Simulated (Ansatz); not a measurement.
Cost and result for the atomization energy of BGeH6NS (`NB[S][GeH3]`) (10 atoms, 9 bonds).

Cartesian coordinates in Å:
```
N 0.968 -1.721 1.305
B 0.490 -0.590 0.652
S -0.618 -0.773 -0.781
Ge -0.933 1.375 -1.249
H 0.740 -2.662 1.034
H 1.581 -1.660 2.098
H 0.815 0.493 1.044
H -1.871 1.413 -2.463
H 0.409 2.041 -1.589
H -1.581 2.085 -0.050
```

Charge 0, multiplicity 1. Correlated methods include outer-core shells of Ge, which these sets cover unevenly. Scalar relativity is left out up to krypton. All single points use the PBE0-D4/def2-TZVP geometry. It is one conformer, not always the lowest. Program: Ansatz. All runs use 4 threads of a server CPU on a shared host. Times are those of one run each, without the atoms' runs, and a repeat can differ threefold. Electronic energies, without spin–orbit coupling; frozen cores. CCSD(T)/CBS adds CCSD(T) − MP2 in def2-TZVPP to the MP2 limit, and its time is that of the two runs behind it. T1 = 0.012. With those shells the extrapolation isn't a true limit. B3LYP takes the VWN-RPA correlation (the form of Gaussian; ORCA's B3LYP/G). HSE06 is the plane-wave form, built on full-range PBE exchange.

CCSD(T)/CBS is a level of theory with its own doubt, some kJ/mol a heavy atom from the limit and from the frozen cores, so smaller differences don't rank the functionals.

```
                             level  functions  wall time
            LDA (SPW92)/def2-TZVPP        236     0.75 s
                BLYP-D4/def2-TZVPP        236      1.1 s
               HSE06-D4/def2-TZVPP        236      1.8 s
               BHLYP-D4/def2-TZVPP        236      1.8 s
r2SCAN-D4/def2-TZVPP (with forces)        236      2.2 s
 B3LYP-D4/def2-TZVPP (with forces)        236      2.2 s
               PBE-QIDH/def2-TZVPP        236      2.8 s
                  CCSD(T)/def2-SVP        108      2.9 s
                ωB97X-V/def2-TZVPP        236      3.6 s
  ωB97M-V/def2-TZVPP (with forces)        236      5.5 s
                    MP2/def2-QZVPP        453       11 s
                CCSD(T)/def2-TZVPP        236       34 s
                 CCSD(T)/CBS(def2)          –       45 s
```

Problem. What atomization energy does each give, and how far from CCSD(T)/CBS? (An estimate is asked.)

Solution. Computed: 
```csv
level,atomization (kJ/mol),difference from CCSD(T)/CBS,per bond
LDA (SPW92)/def2-TZVPP,3718.4,451.9,50.2
BLYP-D4/def2-TZVPP,3255.5,-11.0,-1.2
HSE06-D4/def2-TZVPP,3266.5,0.0,0.0
BHLYP-D4/def2-TZVPP,3201.2,-65.3,-7.3
r2SCAN-D4/def2-TZVPP (with forces),3282.3,15.8,1.8
B3LYP-D4/def2-TZVPP (with forces),3272.5,6.0,0.7
PBE-QIDH/def2-TZVPP,3245.1,-21.4,-2.4
CCSD(T)/def2-SVP,3061.0,-205.5,-22.8
ωB97X-V/def2-TZVPP,3294.0,27.5,3.1
ωB97M-V/def2-TZVPP (with forces),3280.6,14.1,1.6
MP2/def2-QZVPP,3254.2,-12.3,-1.4
CCSD(T)/def2-TZVPP,3186.9,-79.6,-8.8
CCSD(T)/CBS(def2),3266.5,0.0,0.0
```

At CCSD(T), def2-SVP lies −205.5 kJ/mol from the extrapolated value and def2-TZVPP −79.6 kJ/mol: correlation converges slowly with the basis, and small sets miss more of it in the bonded molecule than in its fragments. From r2SCAN to r2SCAN0 (25 % exact exchange), in def2-TZVPP and without D4, the atomization energy moves by −42.9 kJ/mol: exact exchange takes away binding that semilocal exchange gives to molecules. In def2-TZVPP, CCSD(T) changes the Hartree–Fock value by +812.2 kJ/mol (the triples alone add +46.7 kJ/mol) and MP2 by +833.2 kJ/mol; breaking electron pairs costs correlation energy, which Hartree–Fock lacks.
